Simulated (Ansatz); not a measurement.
Consider the formal exchange of groups at the Si–Si bond: `[SiH3][SiH]1[CH2][AlH]1` + `FCCl` → `Cl[SiH]1[CH2][AlH]1` + `FC[SiH3]`.

Isolated molecules relaxed with PBE0-D4/def2-TZVP in Ansatz; ΔE leaves out vibrations. CBS: MP2 limit from def2 TZ/QZ plus the TZ coupled-cluster correction, frozen cores. This one scheme is used for every species. Functionals use def2-TZVPP. HSE06 is defined as in plane-wave codes.

```
   level  ΔE (eV)
HSE06-D4    -1.04
 r2SCAN0    -1.14
```

Q: What does CCSD(T)/CBS give? (Best estimate.)

A: The calculation gave: -1.18 eV. The listed levels differ from it by 0.14, 0.04 eV.

Largest T1 diagnostic among the species: 0.014.

Leaving LDA and LC-ωPBE aside and taking each functional with its dispersion term where it has one, the values, not all of them listed here, spread over 0.25 eV, from BHLYP-D4 to revPBE-D4. From PBE to PBE0 (25 % exact exchange), in def2-TZVPP and without D4, ΔE moves by −0.06 eV.
